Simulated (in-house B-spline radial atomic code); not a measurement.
How numerical settings move a run on Cd²⁺, [Kr] 4d10. Computed with a B-spline radial code for spherical atoms: Dirac-Hartree-Fock, average of configuration, Fermi nucleus of rms radius 4.6087 fm.

Command:
```bash
python run_scf.py task.json out
```
Settings of the sound reference run:
```
Z                48
electrons        46
configuration    [Kr] 4d10
hamiltonian      dirac
method           hf
spin_polarised   False
nucleus          fermi
rms_radius       4.6087
mass_number      114
atomic_mass      113.9034
speed_of_light   137.036
knot_spacing     0.22
spline_order     8
gauss_points     12
box_radius       22.22
max_iterations   70
damping          0.5
damped_steps     3
diis_vectors     10
tolerance        1e-08
start            Thomas-Fermi
```

Cost of the run: 0.76 s on 1 thread of AMD EPYC 9R45 96-Core Processor (shared host).

It converges in 10 iterations to -5592.477045 hartree, with 4d5/2 at -37.7479 eV. The other runs change the listed settings, some to values that make no sense; their results aren't properties of the atom or ion. Radii are in bohr (the nuclear one in fm), a minus after a letter asks for a j subshell, and «unchanged» means within 1e-8 hartree. The run stops when the residual is below 10 × tolerance × max(1, Z/10), or a noise floor if that is larger, and the energy moves by less than 1e-8 × √|E| hartree; so very loose and very tight tolerances often act alike.

| changed settings | outcome |
| --- | --- |
| diis_vectors = 1 | converged in 31 iterations, energy unchanged, 4d5/2 level -2.6e-05 eV |
| spline_order = 7, box_radius = 1.33, max_iterations = 50, damping = 0.95 | converged in 8 iterations, energy +4.36e+01 hartree from the reference, 4d5/2 level +1.5e+02 eV (the program warns: 4d5/2 has a positive eigenvalue: unbound, held by the box; 4p1/2 has a positive eigenvalue: unbound, held by the box) |
| damping = 0.2 | converged in 10 iterations, energy unchanged, 4d5/2 level +7.9e-06 eV |
| knot_spacing = 2 | converged in 9 iterations, energy +2.87e+02 hartree from the reference, 4d5/2 level -2.2e+01 eV (the program warns: 4d5/2 reaches the box edge; 2s1/2 reaches the box edge) |
| damping = 0.8 | converged in 11 iterations, energy unchanged, 4d5/2 level +6.8e-06 eV |
| diis_vectors = 0 | converged in 21 iterations, energy unchanged, 4d5/2 level -2.3e-06 eV |
| diis_vectors = 4 | converged in 10 iterations, energy unchanged, 4d5/2 level +1.4e-05 eV |
| knot_spacing = 1.4 | converged in 10 iterations, energy +4.91e+01 hartree from the reference, 4d5/2 level -3.6e+00 eV (the program warns: 4d5/2 reaches the box edge; 2p1/2 reaches the box edge) |
| knot_spacing = 1 | converged in 11 iterations, energy +3.55e+01 hartree from the reference, 4d5/2 level -8.1e-01 eV (the program warns: 2s1/2 reaches the box edge; 2p1/2 reaches the box edge) |
| spline_order = 7, first_knot = 2.08e-06, max_iterations = 75 | converged in 10 iterations, energy +3.25e-07 hartree from the reference |
| spline_order = 3, first_knot = 0.000208, max_iterations = 2 | not converged after 2 iterations, last residual 3.5e-01, last energy +3.75e+00 hartree from the reference |
| knot_spacing = 0.1 | converged in 10 iterations, energy -5.39e-08 hartree from the reference, 4d5/2 level -6.3e-07 eV |
| diis_vectors = 2 | converged in 12 iterations, energy unchanged, 4d5/2 level -1.6e-05 eV |
| gauss_points = 4, max_iterations = 75, tolerance = 1e-05 | converged in 8 iterations, energy +1.01e-06 hartree from the reference, 4d5/2 level +3.7e-04 eV |
| damping = 0.95 | converged in 12 iterations, energy unchanged, 4d5/2 level +3.9e-06 eV |
| damping = 0 | converged in 11 iterations, energy unchanged, 4d5/2 level +1.6e-06 eV |
| electrons = 54, configuration = [Kr] 4d10 6s2 6p6, max_iterations = 50 | converged in 17 iterations to -5591.8789 hartree, a different physical problem (warning: 6s1/2 has a positive eigenvalue: unbound, held by the box) |

Task: What happens with diis_vectors = 20?

Result: Converged in 10 iterations, energy unchanged.

Task: What happens with knot_spacing = 0.75?

Result: Converged in 11 iterations, energy +1.07e+01 hartree from the reference, 4d5/2 level -1.2e+00 eV (the program warns: 3s1/2 reaches the box edge; 3p1/2 reaches the box edge).

Task: What happens with knot_spacing = 0.15?

Result: Converged in 10 iterations, energy -5.16e-08 hartree from the reference.

Task: What happens with knot_spacing = 0.4?

Result: Converged in 11 iterations, energy +1.99e-03 hartree from the reference, 4d5/2 level +2.8e-04 eV.
